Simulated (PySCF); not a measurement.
# Broadened absorption spectrum of C6H14S

Compound: C6H14S.
SMILES with atom numbers: `[CH3:1][S:2][C@H:3]([CH3:4])[CH:5]([CH3:6])[CH3:7]` (hydrogens: H8, H9, H10 on C1; H11 on C3; H12, H13, H14 on C4; H15 on C5; H16, H17, H18 on C6; H19, H20, H21 on C7)

Computed with TDDFT B3LYP/def2-SVPD, vertical, gas phase, core orbitals frozen in the response in PySCF 2.14.0, density-fitted response routines. Geometry: PBE0-D3(BJ)/def2-SVP, one conformer, isolated molecule. Torsions of this conformer, `[CH3:1][S:2][C@H:3]([CH3:4])[CH:5]([CH3:6])[CH3:7]`: C1–S2–C3–C4 67°, S2–C3–C5–C6 -55°.

Computed states:

```json
{"state": "S1", "E (eV)": "5.22", "f": "0.0005"}
{"state": "S2", "E (eV)": "5.64", "f": "0.017"}
{"state": "S3", "E (eV)": "5.93", "f": "0.014"}
{"state": "S4", "E (eV)": "6.20", "f": "0.015"}
{"state": "S5", "E (eV)": "6.40", "f": "0.0081"}
{"state": "S6", "E (eV)": "6.66", "f": "0.0060"}
```

Each state is given a Gaussian of 0.25 eV full width at half maximum, with ε(max) = 2.175×10⁸ f / Δν̃ (Δν̃ the width in cm⁻¹). The cross-section is σ = 3.8235×10⁻²¹ ε cm², given in Mb (10⁻¹⁸ cm²). The width is an assumption, not a result. The curve ends short of the highest state used, and states not computed would add to its high-energy end.

(1) Give the broadened spectrum and its maxima.

(2) On this curve, what absorbance would a 10⁻⁴ mol/L sample give at 248 nm over a 1 cm path?

(3) Does any computed singlet lie in the visible range?

(4) Coming from long wavelengths, where does ε first pass 100 L mol⁻¹ cm⁻¹?

## Answers

(1) 
| E (eV) | σ (Mb) |
| --- | --- |
| 4.85 | 0.00 |
| 4.88 | 0.00 |
| 4.90 | 0.00 |
| 4.93 | 0.00 |
| 4.96 | 0.01 |
| 4.99 | 0.02 |
| 5.02 | 0.03 |
| 5.05 | 0.06 |
| 5.07 | 0.08 |
| 5.10 | 0.11 |
| 5.13 | 0.15 |
| 5.16 | 0.18 |
| 5.19 | 0.21 |
| 5.22 | 0.22 |
| 5.24 | 0.22 |
| 5.27 | 0.21 |
| 5.30 | 0.20 |
| 5.33 | 0.22 |
| 5.36 | 0.29 |
| 5.39 | 0.47 |
| 5.41 | 0.67 |
| 5.44 | 1.15 |
| 5.47 | 1.87 |
| 5.50 | 2.85 |
| 5.53 | 4.02 |
| 5.55 | 4.84 |
| 5.58 | 6.00 |
| 5.61 | 6.88 |
| 5.64 | 7.31 |
| 5.67 | 7.26 |
| 5.70 | 6.80 |
| 5.72 | 6.37 |
| 5.75 | 5.72 |
| 5.78 | 5.25 |
| 5.81 | 5.10 |
| 5.84 | 5.26 |
| 5.87 | 5.60 |
| 5.89 | 5.84 |
| 5.92 | 6.08 |
| 5.95 | 6.09 |
| 5.98 | 5.89 |
| 6.01 | 5.61 |
| 6.04 | 5.42 |
| 6.06 | 5.41 |

Maxima: 237 nm (5.23 eV), ε about 57, made up of S1 (98%); 219 nm (5.65 eV), ε about 1900, made up of S2 (98%); 209 nm (5.94 eV), ε about 1600, made up of S3 (93%) (ε in L mol⁻¹ cm⁻¹; maxima over ε = 5, shares over 10%). At its high-energy end, 6.06 eV, the curve is still rising (ε about 1400, from S3 and S4).

(2) 248 nm is 4.999 eV, where ε is about 6.1 L mol⁻¹ cm⁻¹, so A = ε c l ≈ 0.00061 (Beer–Lambert, with the gas-phase spectrum and the assumed width).

(3) No computed singlet lies in the visible range (380 to 750 nm); the lowest, at 237 nm, stands 1.96 eV above its violet end (3.26 eV).

(4) At about 231 nm (5.38 eV), 0.16 eV above S1.
